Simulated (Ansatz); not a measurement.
`S[SiH2][GaH][I]` + H₂ → `[GaH2][I]` + `[SiH3]S` at 298.15 K and 1 bar (hydrogenolysis of a Ga–Si bond).

Calculated with Ansatz (gas phase, PBE0-D4/def2-TZVP geometries, no zero-point term in ΔE). CBS: MP2 limit from def2 TZ/QZ plus the TZ coupled-cluster correction, frozen cores. This one scheme is used for every species. Elements past krypton have def2 core potentials. For Ga, I outer-core shells are correlated without core-valence functions, which leaves a few kJ/mol of doubt a bond. Scalar relativity is left out up to krypton. Each species was taken in one conformer, which may not be the lowest.

| species | CCSD(T)/CBS energy (Eh) | H − E (kJ/mol) | S (J/(mol·K)) |
| --- | --- | --- | --- |
| `S[SiH2][GaH][I]` | -2910.71788 | 113.9 | 400.7 |
| H₂ | -1.17544 | 35.1 | 130.4 |
| `[GaH2][I]` | -2222.61527 | 48.8 | 284.1 |
| `[SiH3]S` | -689.27336 | 102.7 | 272.7 |

H − E and S are ideal-gas, rigid-rotor, harmonic terms from PBE0-D4/def2-TZVP, for one conformer and one mirror image of each species. For small species the MP2-based limit differs from directly extrapolated CCSD(T) by up to some mEh (0.8 for H₂); such offsets cancel only in part. 1 Eh = 2625.50 kJ/mol, R = 8.31446 J/(mol·K).

By hand: ΔE, ΔH, ΔS and ΔG.

ΔE = (-2222.61527) + (-689.27336) − (-2910.71788) − (-1.17544) = 0.00469 Eh = 12.3 kJ/mol. Δ(H − E) = 48.8 + 102.7 − 113.9 − 35.1 = 2.5, so ΔH = 14.8 kJ/mol. ΔS = 284.1 + 272.7 − 400.7 − 130.4 = 25.7 J/(mol·K). ΔG = 14.8 − 298.15 × (25.7)/1000 = 7.1 kJ/mol.

By hand: the equilibrium constant, and the temperature at which ΔG would vanish if ΔH and ΔS stayed fixed.

log₁₀ K = −ΔG/(RT ln 10) = -1.2. ΔG = 0 at ΔH/ΔS = 576 K.

TΔS isn't small against ΔH here. A doubt of 5 kJ/mol in ΔE shifts log₁₀ K by 0.9 here. Other conformers and mirror images would add mixing entropy, several J/(mol·K) or more a flexible species. Modes under 60 cm⁻¹, often nearly free rotors, make the harmonic entropy too high. These are equilibria of isolated gas molecules and say nothing of rates. Largest T1 diagnostic: 0.012 (customary marks: 0.02 for closed shells, 0.045 for open ones).
